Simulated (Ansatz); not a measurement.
Cartesian coordinates (Å):
SMILES: C1(=C[SiH2]C=C1)B
```xyz
13

B      2.2903     0.3435    -0.2034
C      0.7735     0.1099    -0.0657
C      0.2372    -1.1456    -0.0476
Si    -1.6205    -0.9816     0.1258
C     -1.5305     0.8736     0.1638
C     -0.2303     1.2055     0.0530
H      3.0201    -0.5998    -0.2869
H      2.7463     1.4501    -0.2292
H      0.8720    -2.0208    -0.1268
H     -2.1457    -1.6075     1.3695
H     -2.3653    -1.5475    -1.0315
H     -2.3107     1.6190     0.2535
H      0.1230     2.2350     0.0460
```
Charge 0, multiplicity 1.

Level of theory: Ansatz (an electronic-structure program) with frozen-core CCSD(T)/cc-pVTZ // r2SCAN-D4/def2-TZVP. The restricted HF reference is unstable towards unrestricted orbitals.

```yaml
HF energy: -469.18444 Ha
MP2 correlation energy: -0.84565 Ha
```

Estimate the CCSD correlation energy, the (T) correction, the total energy and the T1 diagnostic.


```json
{
  "CCSD correlation energy": "-0.89580 Ha",
  "(T) correction": "-0.04466 Ha",
  "CCSD(T) total energy": "-470.12491 Ha",
  "T1 diagnostic": "0.013"
}
```
